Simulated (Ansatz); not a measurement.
Ansatz (a quantum-chemistry and plane-wave program) job for AsF2, SMILES F[As]F, multiplicity 2, PBE/def2-TZVPD. Geometry optimised at B3LYP-D3(BJ)/def2-TZVP. The isomer is the one that the SMILES or the coordinates give; other isomers of the formula were not compared.

Ansatz 0.2 input:
```yaml
crystal:
  periodic: [false, false, false]
  atoms:
    - {symbol: F, position_ang: [0.00000000, -1.30406773, 0.74966334]}
    - {symbol: As, position_ang: [0.00000000, 0.00000000, -0.40890728]}
    - {symbol: F, position_ang: [0.00000000, 1.30406773, 0.74966335]}
basis:
  gaussian:
    orbitals: def2-TZVPD
hamiltonian:
  xc: {name: PBE}
magnetization: {spin_polarized: true, initial_magnetization: 1}
```

Program output:

```
WARN ansatz: RAYON_NUM_THREADS=1 ignored (pool sized by the plan → 1); use --threads N
Functional definition: PBE
integrals: 0.05 GiB planned
801 factors; their error is unknown
mean field: 0.46 GiB planned
mean field evaluation 1: about -66260.3990 eV, gradient 3.7e1 eV
mean field evaluation 2: about -66225.8701 eV, gradient 1.1e2 eV
mean field evaluation 4: about -66264.1371 eV, gradient 3.0e0 eV
mean field evaluation 8: about -66264.1644 eV, gradient 2.3e-2 eV
mean field evaluation 16: about -66264.1576 eV, gradient 2.2e-5 eV
mean field -66264.15759964 eV, -2435.1628763274 hartree, gradient 2.1e-5 eV, S^2 0.752645; 0 other end points of the search recorded, 0 dependent functions left out
reference -66264.15764523 eV, -2435.1628780031 hartree; 26, 25 occupied and 108, 109 virtual orbitals, 801 factors
Total energy: -66264.15764523 eV, -2435.1628780031 hartree
```

Self-consistency was reached.

Cost: around 3 core-seconds (rough).
